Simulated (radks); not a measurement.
Effect of the nuclear size on neutral gadolinium, [Xe] 4f7 5d1 6s2. All-electron calculation, Dirac Kohn-Sham, BLYP, spin-unpolarised, spherical densities, finite nucleus; open shells fill j = l - 1/2 first; Fermi nuclear charge, rms radius 5.1569 fm. Program: a radial shooting solver on a logarithmic mesh with Libxc functionals. The rms radius is varied about that value; shifts are against it.

rms radius (fm)  total energy shift (eV)  density at nucleus (e/bohr^3)  1s1/2 shift (meV)  2s1/2 shift (meV)  5s1/2 shift (meV)  5p1/2 shift (meV)  6s1/2 shift (meV)  5d3/2 shift (meV)  6p1/2 (empty) shift (meV)
4.569                              -4.53                      6.484e+05              -1870               -240              -1.85              0.229             -0.105              0.154                      0.058
4.8165                             -2.67                      6.398e+05              -1100               -142              -1.09              0.135             -0.062              0.091                      0.034
5.1569                                 0                      6.287e+05              0.000              0.000              0.000              0.000              0.000              0.000                      0.000
5.6056                              3.73                      6.155e+05               1540                198               1.53             -0.189              0.086             -0.126                     -0.048
5.9047                              6.34                      6.074e+05               2610                336               2.59             -0.321              0.147             -0.215                     -0.082

Slopes of the eigenvalues against <r^2> in GHz/fm^2, as finite differences over the two radii next to the reference (eigenvalue slopes, not the field-shift constants of lines): 1s1/2 77500, 2s1/2 9990, 5s1/2 77.0, 5p1/2 -9.52, 6s1/2 4.36, 5d3/2 -6.38, 6p1/2 (empty) -2.42.
